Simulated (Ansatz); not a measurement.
`CC1=CC(C(F)(F)F)=[O+][Ti-]([CH3])([F])([F])[O]1` at its PBE0-D4/def2-TZVP geometry, where that method's forces vanish. Charge 0, multiplicity 1.

| atom | x (Å) | y (Å) | z (Å) |
| --- | --- | --- | --- |
| C1 | 0.384 | 2.666 | 1.566 |
| C2 | 0.065 | 1.399 | 0.850 |
| C3 | 0.069 | 0.174 | 1.519 |
| C4 | -0.280 | -0.980 | 0.840 |
| C5 | -0.313 | -2.324 | 1.580 |
| F6 | -1.536 | -2.843 | 1.534 |
| F7 | 0.528 | -3.180 | 1.004 |
| F8 | 0.037 | -2.202 | 2.861 |
| O9 | -0.596 | -1.060 | -0.371 |
| Ti10 | -0.693 | 0.319 | -1.880 |
| C11 | 0.706 | -0.885 | -2.784 |
| F12 | -0.408 | 1.673 | -2.981 |
| F13 | -2.324 | -0.182 | -2.286 |
| O14 | -0.211 | 1.513 | -0.385 |
| H15 | 0.634 | 2.498 | 2.611 |
| H16 | -0.476 | 3.337 | 1.497 |
| H17 | 1.215 | 3.163 | 1.060 |
| H18 | 0.318 | 0.131 | 2.568 |
| H19 | 0.498 | -1.939 | -2.598 |
| H20 | 1.677 | -0.617 | -2.352 |
| H21 | 0.708 | -0.662 | -3.853 |

(1) For each bond, give half the difference of the two atoms' forces along it (eV/Å; positive pushes the atoms apart) under PBE-D4, r2SCAN-D4, B3LYP-D4, ωB97M-V in def2-TZVPP. (Best estimate.)

## Answers

(1) Ansatz gave: 
```tsv
bond	length (Å)	PBE-D4	r2SCAN-D4	B3LYP-D4	ωB97M-V
C1–H15	1.088	0.10	-0.04	-0.06	-0.08
C1–H16	1.093	0.11	-0.02	-0.06	-0.09
C1–H17	1.092	0.11	-0.02	-0.06	-0.10
C2–C3	1.396	-0.13	-0.05	-0.04	-0.01
C3–C4	1.384	-0.02	-0.01	-0.02	-0.05
C3–H18	1.078	0.06	-0.07	-0.11	-0.13
C4–O9	1.255	0.73	0.38	0.22	0.11
C5–F6	1.330	0.63	0.29	0.29	0.14
C5–F7	1.331	0.62	0.29	0.29	0.14
C5–F8	1.334	0.59	0.26	0.28	0.15
O9–Ti10	2.046	-0.36	-0.18	-0.12	0.00
Ti10–F12	1.768	0.36	0.17	0.26	0.06
C11–H19	1.090	0.07	-0.05	-0.09	-0.04
C11–H20	1.096	0.09	-0.02	-0.06	-0.02
```

B3LYP here is the variant with VWN-RPA as its local correlation; programs differ in this.
